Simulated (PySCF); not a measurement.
Two species compared at the same levels of theory.

First species: H11NSi4.
Z-matrix (Å and degrees, GFN2-xTB geometry), rows numbered from 1:
```
Si
N   1  1.7268
Si  2  1.7528  1  128.89
Si  3  2.3240  2  110.18  1   -66.37
Si  3  2.3179  2  108.09  1    62.95
H   1  1.4623  2  106.65  3   -51.91
H   1  1.4620  2  106.19  3  -172.11
H   1  1.4695  2  111.63  3    67.60
H   2  1.0062  1  114.12  3  -160.86
H   3  1.4839  2  100.59  1   178.08
H   4  1.4682  3  112.43  2    66.71
H   4  1.4690  3  115.42  2   -54.30
H   4  1.4676  3  111.04  2  -174.54
H   5  1.4669  3  116.25  2    54.13
H   5  1.4690  3  109.44  2   173.71
H   5  1.4675  3  113.35  2   -68.85
```

Second species: C₅H₇NO₂Si.
Geometry (GFN2-xTB, Å), atoms numbered from 1 in this order:
```xyz
16
C5H7NO2Si angstrom
C      1.6195    0.1538   -1.9748
N      0.5431   -0.1600   -1.4127
C      0.3291    0.1377   -0.0424
Si     0.5916   -1.5158    0.9287
C     -1.0892    0.6137    0.1813
C     -1.9845    0.5127   -0.7671
O     -2.7954    0.4288   -1.5866
C     -1.3929    1.1910    1.4770
O     -0.5932    1.2661    2.3792
H      1.7618   -0.1308   -3.0061
H      2.4324    0.7030   -1.4877
H      1.0144    0.9061    0.3504
H      2.0107   -1.8391    0.7751
H     -0.2542   -2.5078    0.2677
H      0.2217   -1.3226    2.3231
H     -2.4225    1.5720    1.5836
```

Levels: wB97X-D/def2-SVPD for dipole moment, HOMO energy, LUMO energy, HOMO–LUMO gap, static isotropic polarisability and electronic spatial extent ⟨r²⟩ about the centre of nuclear charge; TDDFT wB97X-D/def2-SVPD for lowest singlet excitation; TDA wB97X-D/def2-SVPD for lowest triplet excitation (Tamm–Dancoff); GFN2-xTB for rotational constant A and rotational constant C. Geometries: GFN2-xTB. All species are isolated and taken at one optimised geometry, non-relativistic unless stated. Electronic properties by PySCF.

The conformers computed, where there is a choice (atom-mapped SMILES and torsion angles):
- `[SiH3:1][NH:2][SiH:3]([SiH3:4])[SiH3:5]`: Si1–N2–Si3–Si4 -66°
- `[CH2:1]=[N:2][C@H:3]([SiH3:4])[C:5](=[C:6]=[O:7])[CH:8]=[O:9]`: C1–N2–C3–Si4 -102°, N2–C3–C5–C6 11°, C3–C5–C8–O9 -2°

```
                                                         property    column X    column Y
                                                    dipole moment      1.80 D      1.06 D
                                                      HOMO energy    -8.96 eV    -8.84 eV
                                                      LUMO energy     0.14 eV     0.91 eV
                                                    HOMO–LUMO gap     9.10 eV     9.75 eV
                                        lowest singlet excitation     3.70 eV     5.26 eV
                         lowest triplet excitation (Tamm–Dancoff)     3.42 eV     4.88 eV
                                  static isotropic polarisability    101.1 au    121.0 au
electronic spatial extent ⟨r²⟩ about the centre of nuclear charge  1452 bohr²  1450 bohr²
                                            rotational constant A   1.389 GHz   1.629 GHz
                                            rotational constant C   0.850 GHz   0.874 GHz
```

Which column belongs to which species?

Column X is the second species and column Y the first. The first has 16 atoms and 74 electrons, the second 16 and 74.

How does each property change from the first species to the second?

dipole moment +0.74 D; HOMO energy -0.12 eV; LUMO energy -0.77 eV; HOMO–LUMO gap -0.65 eV; lowest singlet excitation -1.56 eV; lowest triplet excitation (Tamm–Dancoff) -1.46 eV; static isotropic polarisability -19.9 au; electronic spatial extent ⟨r²⟩ about the centre of nuclear charge +2 bohr²; rotational constant A -0.240 GHz; rotational constant C -0.024 GHz.

On the first: In atomic units the dipole is 0.42 e·bohr (1 au = 2.5417 D). The vertical singlet–triplet gap S1 − T1 is 0.38 eV (TDDFT singlet less Tamm–Dancoff triplet; S1: HOMO→LUMO, weight 0.93; T1: HOMO→LUMO, weight 0.91).

On the second: S1 lies 5.40 eV below the HOMO–LUMO gap; its leading configuration is HOMO→LUMO, weight 0.92. A dipole of 1.80 D is allowed in C1, and pure rotational transitions are dipole-allowed.
